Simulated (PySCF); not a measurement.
**Excitation energy of C by level of theory**

C [He] 2s2 2p2 (3P) → C [He] 2s1 2p2 3d1 (high-spin determinant), as a difference of total energies. All numbers are calculated (PySCF 2.14, the spin-free X2C one-electron Hamiltonian (Gaussian nucleus), in aug-cc-pCVTZ-DK with one added diffuse shell each of s, p, d, f type (8s7p5d3f, 75 functions)). Correlated levels: valence and next inner shell: nothing frozen. The calculations carry no spin-orbit coupling.

```
                                method  excitation energy (eV)
                                   UHF                  13.236
    MP2 (valence and next inner shell)                  14.765
SCS-MP2 (valence and next inner shell)                  15.076
   CCSD (valence and next inner shell)                  15.159
CCSD(T) (valence and next inner shell)                  15.222
```

Task: How much does correlation contribute at CCSD(T) (valence and next inner shell)?

Result: 15.222 − (13.236) = 1.986 eV, measured against UHF.

The upper state lies above the first ionisation limit, but in LS coupling its spin forbids autoionisation to the ground ion. A Rydberg-like electron needs more diffuse functions than a valence basis has.

The promoted electron is Rydberg-like, and one or two diffuse shells describe it only roughly, which tends to raise the upper state.

The determinant of the upper state mixes LS terms, which raises its energy above the lowest term, most at the Hartree-Fock and MP2 levels.
